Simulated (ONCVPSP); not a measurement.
S: one change to an ONCV potential, before and after

| Quantity | Value |
| --- | --- |
| Element | S |
| Generator | ONCVPSP 4.0.1 |
| Type | optimised norm-conserving Vanderbilt (ONCV) |
| Functional | PW91 |
| Relativity | scalar-relativistic |
| Frozen core | [Ne] |
| Valence charge | 6 |
| Reference configuration | 3s2 3p4 |
| Partial waves | 3s: rc 1.20 bohr, ncon 5, nbas 9, qcut 6.8 1/bohr, 2 projectors, debl 3.8 Ha; 3p: rc 1.70 bohr, ncon 4, nbas 8, qcut 5.1 1/bohr, 3 projectors, debl 3.3 Ha; d scattering state at 0.1 Ha: rc 1.60 bohr, ncon 3, nbas 7, qcut 5.7 1/bohr, 2 projectors, debl 1.2 Ha |
| Local potential | polynomial inside 0.90 bohr (lpopt 5, dvloc0 0 Ha) |
| Core correction | Teter function, fcfact 4.25, rcfact 1.7 |

Change: core correction Teter function, fcfact 4.25, rcfact 2.06.

Cutoffs: the cutoffs (Ha) at which the residual kinetic energy of the hardest occupied pseudo-wave falls to 1 and 0.1 mHa per electron; they do not see the model core or the augmentation charge, which bear on the density cutoff. Errors are all-electron minus pseudo energies relative to the spin-unpolarised reference configuration.

What does the change do?

The potential gets neither clearly harder nor softer (76 Ha and 150 Ha → 76 Ha and 150 Ha); both files keep a bound ghost (s); of the 4 tests that both files solve, the error grows in 4 and shrinks in 0 by more than 15 % and 0.3 meV (median size 23.0 → 212.7 meV). A model core, the more so a compact one, raises the density cutoff, which this test does not measure.

| quantity | base | changed |
| --- | --- | --- |
| cutoff, loose | 76 Ha | 76 Ha |
| cutoff, tight | 150 Ha | 150 Ha |
| bound ghosts | s | s |
| GHOST(+) flags under 300 eV | none | none |
| error for 3s2 3p3, meV [ΔE 11.82 eV] | -1.0 | -14 |
| error for 3s2 3p2, meV [ΔE 34.17 eV] | -7.3 | -93 |
| error for 3s2 3p1, meV [ΔE 68.29 eV] | -39 | -332 |
| error for 3s2 3p0, meV [ΔE 115.19 eV] | -155 | -893 |
| s: phases at 1.22 bohr within 0.05 rad from the reference energy up to (Ha; the scan ends near 5) | to the end of the scan | to the end of the scan |
| p: phases at 1.72 bohr within 0.05 rad from the reference energy up to (Ha; the scan ends near 5) | to the end of the scan | to the end of the scan |
| d: phases at 1.62 bohr within 0.05 rad from the reference energy up to (Ha; the scan ends near 5) | 4.1 | 4.1 |
| rms error of d²Exc/dni dnj with the model core, mHa | 3.01 | 6.77 |

 A true bound ghost makes a file unfit for plane-wave use even where its test errors are small: the radial tests pick states by their node count and pass the ghost by.
